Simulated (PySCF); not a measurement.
C5H7FO, SMILES C1C(=C)O[C@@]1(F)C.

Coordinates come from a B3LYP-D3(BJ)/def2-SVP optimisation. The structure was generated by enumeration; whether it is a known compound was not checked.

All values below come from B3LYP/def2-TZVP (PySCF).

The molecule is in vacuum.

The total energy comes out as -369.92453 hartree. The highest occupied level comes out as -6.62 eV and the lowest empty level is 0.24 eV. The orbital gap is 6.85 eV and the dipole moment is 2.46 D. The quadrupole, principal values (traceless, Buckingham form, about the centre of nuclear charge) is -5.21, 1.02, 4.19 D·Å and the mean static polarisability is 63.3 bohr³ (9.39 Å³). The polarisability, principal values is 50.0, 55.5, 84.5 bohr³.
